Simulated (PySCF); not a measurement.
## Magnetic susceptibility: `C#C[C@@H]1C[C@@H](F)[C@]1(F)Cl`, C6H5ClF2

Molfile (atoms numbered from 1):
```
C6H5ClF2
     RDKit          3D

 14 14  0  0  0  0  0  0  0  0999 V2000
    2.5525    0.9629   -0.2836 C   0  0  0  0  0  0  0  0  0  0  0  0
    1.6158    0.4807    0.2837 C   0  0  0  0  0  0  0  0  0  0  0  0
    0.4820   -0.1075    0.9522 C   0  0  2  0  0  0  0  0  0  0  0  0
   -0.1912   -1.2682    0.1788 C   0  0  0  0  0  0  0  0  0  0  0  0
   -1.3648   -0.3473   -0.1813 C   0  0  1  0  0  0  0  0  0  0  0  0
   -2.6033   -0.8431    0.0882 F   0  0  0  0  0  0  0  0  0  0  0  0
   -0.8371    0.6978    0.8251 C   0  0  1  0  0  0  0  0  0  0  0  0
   -1.5312    0.7165    1.9897 F   0  0  0  0  0  0  0  0  0  0  0  0
   -0.7229    2.3636    0.2301 Cl  0  0  0  0  0  0  0  0  0  0  0  0
    3.3775    1.3893   -0.7714 H   0  0  0  0  0  0  0  0  0  0  0  0
    0.7304   -0.3252    1.9931 H   0  0  0  0  0  0  0  0  0  0  0  0
    0.3714   -1.6593   -0.6641 H   0  0  0  0  0  0  0  0  0  0  0  0
   -0.5088   -2.0801    0.8285 H   0  0  0  0  0  0  0  0  0  0  0  0
   -1.3709    0.0194   -1.2112 H   0  0  0  0  0  0  0  0  0  0  0  0
  1  2  3  0
  2  3  1  0
  3  4  1  0
  4  5  1  0
  5  6  1  0
  5  7  1  0
  7  8  1  1
  7  9  1  0
  7  3  1  0
  1 10  1  0
  3 11  1  1
  4 12  1  0
  4 13  1  0
  5 14  1  6
M  END
```

Level of theory: GIAO BHandHLYP/pcSseg-1 magnetisability, rotational g tensor and spin-rotation constants, non-relativistic, gas phase (PySCF). Geometry: GFN2-xTB.

(1) How diamagnetic is it, and how anisotropic?

(2) Split it along the inertial axes a, b, c into diamagnetic and paramagnetic parts about the centre of mass, with the quadrupole moment.

(3) And the rotational g tensor?

Answers

(1) Isotropic -1397 × 10⁻³⁰ J/T², or -84.1 × 10⁻⁶ cm³/mol; principal values -1451, -1401, -1339 × 10⁻³⁰ J/T², anisotropy 98 × 10⁻³⁰ J/T² (root of half the summed squared differences of the principal values). The susceptibility is in cgs units.

(2) 
```tsv
axis	χ (10⁻⁶ cm³/mol)	diamagnetic (10⁻⁶ cm³/mol)	paramagnetic (10⁻⁶ cm³/mol)	summed x² of all electrons (Å²)	quadrupole Θ (D Å)
a	-87.2	-713.6	626.3	186.1	-2.17
b	-84.6	-993.7	909.1	120.1	-0.02
c	-80.6	-1299.0	1218.4	48.1	+2.19
```
Anisotropies 2χaa − χbb − χcc = -9.2 and 2χbb − χaa − χcc = -1.3 × 10⁻⁶ cm³/mol. Θ is traceless in Buckingham's convention.

(3) 
| axis | rotational constant (GHz) | g | nuclear part | electronic part |
| --- | --- | --- | --- | --- |
| a | 1.8469 | -0.0120 | 0.5315 | -0.5434 |
| b | 1.2509 | -0.0104 | 0.5239 | -0.5343 |
| c | 0.9312 | -0.0100 | 0.5230 | -0.5330 |

Asymmetric top; isotopes 12C, 35Cl, 19F, 1H; no vibrational averaging.
